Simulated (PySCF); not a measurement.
An unknown gives this computed stick spectrum. Level of theory: TDDFT PBE0/def2-SVPD, vertical, gas phase, core orbitals frozen in the response (PySCF). Geometries: GFN2-xTB, one conformer each.

```tsv
state	E (eV)	λ (nm)	f
S1	4.62	268.1	0.0001
S2	5.49	225.6	0.0001
S3	5.93	209.2	0.012
S4	6.61	187.6	0.0075
S5	6.73	184.3	0.099
S6	7.10	174.7	0.0038
```

Triplets computed (Tamm–Dancoff): 3.08, 4.11 eV.

Question: Which candidate is it? All have the formula C7H6F2O.
A. `FC(F)[C@]12C=C[C@H](C=C1)O2`
B. `Oc1cccc(C(F)F)c1`
C. `c1c(F)c(F)c(OC)cc1`

Answer: A. Its S1, at 4.62 eV, is the lowest among the candidates; the nearest of the others has S1 at 5.10 eV. S1 is HOMO→LUMO (99%). Löwdin shares by element: HOMO carbon 78% or more (atoms not listed hold the other 22%); LUMO carbon 69% or more (atoms not listed hold the other 31%). At the same level the other candidates give, for their lowest levels:
- `COc1cccc(F)c1F`: 5.32 eV (f 0.009); 5.93 eV (f 0.084); 6.16 eV (f 0.002); 6.49 eV (f 0.005); 6.63 eV (f 0.002); T1 4.03 eV; HOMO -6.91, LUMO -0.39 eV
- `Oc1cccc(C(F)F)c1`: 5.10 eV (f 0.043); 5.90 eV (f 0.034); 6.11 eV (f 0.000); 6.81 eV (f 0.557); 6.84 eV (f 0.154); T1 3.99 eV; HOMO -6.94, LUMO -0.80 eV

Conformer computed: `[F:1][CH:2]([F:3])[C@:4]12[CH:5]=[CH:6][C@H:7]([CH:8]=[CH:9]1)[O:10]2`: F1–C2–C4–C5 -33°.
